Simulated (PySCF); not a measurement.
OW (SMILES [O]=[W]), triplet, geometry from GFN2-xTB (such geometries of metal compounds can be far from the true shape) (core potentials on W); PySCF with PBE0/def2-SVP.

Here is a job for PySCF.
```python
from pyscf import gto, scf, dft

mol = gto.M(
    atom='''
W    -0.000000   -0.000000   -0.165864
O     0.000000    0.000000    1.534240
''',
    basis='def2-svp',
    ecp={'W': 'def2-svp'},
    charge=0,
    spin=2,
    verbose=4,
)

mf = dft.UKS(mol)
mf.xc = 'pbe0'
mf.kernel()
```

The log (banner, timings and long lists left out):

```
PySCF version 2.14.0

[INPUT] verbose = 4
[INPUT] num. atoms = 2
[INPUT] num. electrons = 22
[INPUT] charge = 0
[INPUT] spin (= nelec alpha-beta = 2S) = 2
[INPUT] symmetry False subgroup None
[INPUT] Mole.unit = angstrom
[INPUT] Symbol           X                Y                Z      unit          X                Y                Z       unit  Magmom
[INPUT]  1 W      0.000000000000   0.000000000000  -0.165864000000 AA    0.000000000000   0.000000000000  -0.313437533925 Bohr   0.0
[INPUT]  2 O      0.000000000000   0.000000000000   1.534240000000 AA    0.000000000000   0.000000000000   2.899293409353 Bohr   0.0

nuclear repulsion = 34.8613070865312
number of shells = 18
number of NR pGTOs = 81
number of NR cGTOs = 46
basis = def2-svp
ecp = {'W': 'def2-svp'}

******** <class 'pyscf.dft.uks.UKS'> ********
method = UKS
initial guess = minao
damping factor = 0
level_shift factor = 0
DIIS = <class 'pyscf.scf.diis.CDIIS'>
diis_start_cycle = 1
diis_space = 8
diis_damp = 0
SCF conv_tol = 1e-09
SCF conv_tol_grad = None
SCF max_cycles = 50
direct_scf = True
direct_scf_tol = 1e-13
number electrons alpha = 12  beta = 10
XC library pyscf.dft.libxc version 7.1.2
    S. Lehtola, C. Steigemann, M. J. T. Oliveira, and M. A. L. Marques,  SoftwareX 7, 1–5 (2018)
XC functionals = pbe0
    C. Adamo and V. Barone,  J. Chem. Phys. 110, 6158 (1999)
    M. Ernzerhof and G. E. Scuseria,  J. Chem. Phys. 110, 5029 (1999)
radial grids:
    Treutler-Ahlrichs [JCP 102, 346 (1995); DOI:10.1063/1.469408] (M4) radial grids

becke partition: Becke, JCP 88, 2547 (1988); DOI:10.1063/1.454033
pruning grids: <function nwchem_prune>
grids dens level: 3
symmetrized grids: False
atomic radii adjust function: <function treutler_atomic_radii_adjust>
small_rho_cutoff = 0
Set gradient conv threshold to 3.16228e-05
tot grids = 38392
init E= -129.886264516793

cycle= 1 E= -141.839343541758  delta_E=  -12  |g|= 0.676  |ddm|= 5.05
cycle= 2 E= -138.308207210444  delta_E= 3.53  |g|= 2.73  |ddm|= 2.13
cycle= 3 E= -142.023767520849  delta_E= -3.72  |g|= 0.174  |ddm|= 1.81
cycle= 4 E= -142.0353653953  delta_E= -0.0116  |g|= 0.108  |ddm|= 0.406
cycle= 5 E= -142.041506260991  delta_E= -0.00614  |g|= 0.0213  |ddm|= 0.153
cycle= 6 E= -142.041724234983  delta_E= -0.000218  |g|= 0.0112  |ddm|= 0.0212
cycle= 7 E= -142.041829969685  delta_E= -0.000106  |g|= 0.0018  |ddm|= 0.0253
cycle= 8 E= -142.041841846713  delta_E= -1.19e-05  |g|= 0.00075  |ddm|= 0.00976
cycle= 9 E= -142.041844303814  delta_E= -2.46e-06  |g|= 0.000224  |ddm|= 0.00409
cycle= 10 E= -142.041844448847  delta_E= -1.45e-07  |g|= 7.51e-05  |ddm|= 0.000992
cycle= 11 E= -142.041844465886  delta_E= -1.7e-08  |g|= 9.49e-06  |ddm|= 0.000614
cycle= 12 E= -142.041844465977  delta_E= -9.1e-11  |g|= 1.89e-06  |ddm|= 3.79e-05
Extra cycle  E= -142.041844465969  delta_E= 7.76e-12  |g|= 5.3e-06  |ddm|= 5.74e-06
converged SCF energy = -142.041844465969  <S^2> = 2.0143351  2S+1 = 3.0095416
```
